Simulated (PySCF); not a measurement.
Molecule: C2H7Ge, net charge 0, doublet state. It need not be the lowest isomer of its formula. 
Structure (B3LYP-D3(BJ)/def2-TZVP (Ansatz) minimum search):
SMILES: [GeH2]([CH3])[CH2]
```xyz
10

C     -1.6453    -0.6967     0.0449
Ge    -0.0281     0.3527    -0.0701
C      1.5683    -0.7654     0.2346
H     -2.1019    -1.1519    -0.8256
H     -2.1379    -0.8947     0.9894
H      0.0609     0.9941    -1.4705
H     -0.0696     1.4692     0.9948
H      1.5209    -1.2224     1.2225
H      2.4693    -0.1553     0.1701
H      1.6208    -1.5541    -0.5152
```
Charge 0, spin multiplicity 2.

Dispersion corrections to the total energy (kcal/mol) from the dftd3 and dftd4 libraries through PySCF: D3(BJ) without and D4 with the three-body term, each with the damping fitted for the functional named.

| functional | D3(BJ) | D4 |
|---|---|---|
| PBE0 | -3.38 | [?] |
| PW6B95 | -2.08 | -3.21 |
| BP86 | -6.36 | -4.85 |
| CAM-B3LYP | -3.13 | -3.09 |
| BLYP | -8.35 | -7.99 |
| TPSSh | -4.51 | [?] |
| LC-wPBE | [?] | -4.05 |

Q: Fill in the missing entries.

A: 
- PBE0, D4: -3.06
- TPSSh, D4: -4.43
- LC-wPBE, D3(BJ): -3.73
